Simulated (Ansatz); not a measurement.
Reaction (ligand exchange at the Sn–Se bond): `[SeH][SnH2][SeH]` + HCl → `[Cl][SnH2][SeH]` + H₂Se

Calculated with Ansatz (gas phase, PBE0-D4/def2-TZVP geometries, no zero-point term in ΔE). CCSD(T)/CBS is the MP2 limit (def2-TZVPP, def2-QZVPP) plus CCSD(T) − MP2 in def2-TZVPP, frozen cores. This one scheme is used for every species. Functionals use def2-TZVPP. HSE06 is defined as in plane-wave codes. Elements past krypton have def2 core potentials. For Se, Sn outer-core shells are correlated without core-valence functions, which leaves a few kJ/mol of doubt a bond. Scalar relativity is left out up to krypton. Each species was taken in one conformer, which may not be the lowest.

Problem. Is it downhill or uphill in electronic energy at CCSD(T)/CBS, and by how much? (An estimate is asked.)

Solution. The calculation gave: Downhill: ΔE = -10.2 kJ/mol.

Problem. What do these levels give: HSE06-D4, PBE-QIDH, LC-ωPBE, MP2/def2-SVP, SCS-MP2/def2-TZVPP, SCS-MP2/def2-QZVPP? (Best estimate.)

Solution. Ansatz gave: HSE06-D4 -10.8, PBE-QIDH -11.8, LC-ωPBE -16.9, MP2/def2-SVP -12.6, SCS-MP2/def2-TZVPP -13.2, SCS-MP2/def2-QZVPP -12.8 kJ/mol.

Largest T1 diagnostic among the species: 0.011.

Leaving LDA and LC-ωPBE aside and taking each functional with its dispersion term where it has one, the values, not all of them listed here, spread over 13.9 kJ/mol, from B97M-V to PBE-D4. In def2-TZVPP, CCSD(T) changes the Hartree–Fock value by +12.3 kJ/mol (the triples alone add +1.5 kJ/mol) and MP2 by +15.2 kJ/mol. At CCSD(T), def2-SVP lies −4.9 kJ/mol from the extrapolated value and def2-TZVPP −1.9 kJ/mol.
